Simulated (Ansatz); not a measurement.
Consider the cleavage of the Si–Ga bond: `[NH2][GaH][SiH2][SiH3]` + H₂Te → `[SiH3][SiH2][TeH]` + `[NH2][GaH2]`.

Isolated molecules relaxed with PBE0-D4/def2-TZVP in Ansatz; ΔE leaves out vibrations. CBS: MP2 limit from def2 TZ/QZ plus the TZ coupled-cluster correction, frozen cores. Functionals use def2-TZVPP. B3LYP here is the variant with VWN-RPA as its local correlation; programs differ in this. def2 core potentials past Kr. For Ga, Te outer-core shells are correlated without core-valence functions, which leaves a few kJ/mol of doubt a bond. Scalar relativity is left out up to krypton. Each species was taken in one conformer, which may not be the lowest.

Question: Is it downhill or uphill in electronic energy at CCSD(T)/CBS, and by how much? (An estimate is asked.)

Answer: The calculation gave: Downhill: ΔE = -35.2 kJ/mol.

Question: What do these levels give: ωB97M-V, B3LYP, HF/def2-TZVPP, MP2/def2-TZVPP, CCSD/def2-TZVPP, CCSD(T)/def2-TZVPP? (Best estimate.)

Answer: Ansatz gave: ωB97M-V -34.4, B3LYP -29.4, HF/def2-TZVPP -41.1, MP2/def2-TZVPP -40.0, CCSD/def2-TZVPP -29.3, CCSD(T)/def2-TZVPP -28.7 kJ/mol.

Largest T1 diagnostic among the species: 0.015.

From PBE to PBE0 (25 % exact exchange), in def2-TZVPP and without D4, ΔE moves by −4.2 kJ/mol.
